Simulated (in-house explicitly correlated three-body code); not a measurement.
Computed with an exponentially correlated three-body code. Model: two electrons around a point charge, non-relativistic, variational in 260 exponentially correlated functions (energies converged to about 1e-7 hartree, or 1e-8 relative for large Z).

Command:
```bash
python run_hyl.py task.json out
```
Settings (lengths in bohr, energies in hartree):
```
Z                      3
nuclear_mass           15
interaction_strength   1
functions              260
states_tried           13
```

Cost of the run: 40 s on 1 thread of Arm Neoverse V1, with other jobs on the host.

**Those bound S and P states to n = 4 that converged, binding against the one-electron ion.**

Given: nuclear charge 3; mass of the centre 15 electron masses.

Computed: one-electron threshold -4.21875 hartree.

```csv
term,energy (hartree),binding (eV)
1 1S,-6.81262551,70.583
2 3S,-4.79093652,15.57
2 3P,-4.734256,14.028
2 1S,-4.7264717,13.816
2 1P,-4.66895181,12.251
3 3S,-4.45531373,6.4372
3 3P,?,?
3 1S,-4.43836054,5.9759
3 1P,-4.42175336,5.524
4 3S,?,?
4 1S,-4.34073342,3.3193
```

Task: What belongs in the row 3 3P?

Result: energy (hartree): -4.44028982; binding (eV): 6.0284.

Task: What belongs in the row 4 3S?

Result: energy (hartree): -4.34754571; binding (eV): 3.5047.

**Converged states only, values per electron or pair.**

```
term  mean r (bohr)  mean r squared (bohr²)  mean inverse r (1/bohr)  mean r12 (bohr)  mean inverse r12 (1/bohr)  mean cosine  mean p1 dot p2 (bohr⁻²)  delta r1 (bohr⁻³)  delta r12 (bohr⁻³)
1 1S         0.6118                 0.50941                   2.5179          0.91064                     1.4824    -0.020809                  0.11527             5.6409             0.44507
2 3S         1.5943                  4.2975                   1.6693           2.7265                    0.43379   -0.0017043               -0.0043206             3.7612                   -
2 3P              ?                       ?                        ?                ?                          ?            ?                        ?                  ?                   -
2 1S         1.7516                  5.3276                   1.6503           3.0258                    0.44861   -0.0080799                -0.038679             3.7243            0.054917
2 1P         1.6718                  4.8964                   1.6302           2.8558                      0.443     0.016816                  0.15059             3.5606           0.0063265
3 3S         3.4473                  23.165                   1.5185           6.3898                    0.20062   0.00090124                -0.011525             3.6002                   -
3 3P              ?                       ?                        ?                ?                          ?            ?                        ?                  ?                   -
3 1S         3.6853                  26.739                   1.5134           6.8619                    0.20382   -0.0010161                -0.019547             3.5929            0.016053
3 1P         3.6958                  27.248                   1.5076           6.8796                      0.202    0.0066482                   0.0387             3.5458           0.0022576
4 3S         6.0973                  76.676                   1.4683           11.676                    0.11445    0.0010479               -0.0086463             3.5647                   -
4 1S         6.4173                  85.314                   1.4662           12.315                    0.11557   0.00021898                -0.011698             3.5623           0.0066955
```

Task: What belongs in the row 2 3P?

Result: mean r (bohr): 1.4563; mean r squared (bohr²): 3.6221; mean inverse r (1/bohr): 1.6614; mean r12 (bohr): 2.4759; mean inverse r12 (1/bohr): 0.49996; mean cosine: -0.050096; mean p1 dot p2 (bohr⁻²): -0.35736; delta r1 (bohr⁻³): 3.4731.

Task: What belongs in the row 3 3P?

Result: mean r (bohr): 3.3907; mean r squared (bohr²): 22.704; mean inverse r (1/bohr): 1.516; mean r12 (bohr): 6.2822; mean inverse r12 (1/bohr): 0.21534; mean cosine: -0.010527; mean p1 dot p2 (bohr⁻²): -0.095734; delta r1 (bohr⁻³): 3.5258.
